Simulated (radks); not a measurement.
The numbers below are computed, except where a source is named.
Charge is removed step by step from the 4f7/2 level of the hafnium ion Hf3+, starting from [Xe] 4f(5/2: 6, 7/2: 8) 5d1. Code: a radial shooting solver on a logarithmic mesh with Libxc functionals. Model: Dirac Kohn-Sham, BLYP, spin-unpolarised, spherical densities, finite nucleus; open shells fill j = l - 1/2 first; Fermi nuclear charge, rms radius 5.347 fm.

removed (e)  E - E(0) (eV)  eigenvalue (eV)  E minus straight line (eV)
0                    0.000          -42.997                       0.000
0.1                  4.405          -45.116                      -0.989
0.2                  9.024          -47.260                      -1.765
0.3                 13.858          -49.430                      -2.325
0.4                 18.911          -51.625                      -2.667
0.5                 24.184          -53.844                      -2.789
0.6                 29.680          -56.088                      -2.687
0.7                 35.402          -58.356                      -2.359
0.8                 41.352          -60.648                      -1.804
0.9                 47.533          -62.962                      -1.018
1                   53.946          -65.299                       0.000

Removing the whole electron costs 53.946 eV by Delta-SCF, against 42.997 eV from minus the eigenvalue at the starting occupation. Slater's transition state (half an electron removed) gives 53.844 eV. Integrating minus the eigenvalue over the occupation (Janak's theorem) gives 53.946 eV. The mean slope of the eigenvalue, de/dn, is 22.3 eV per electron.
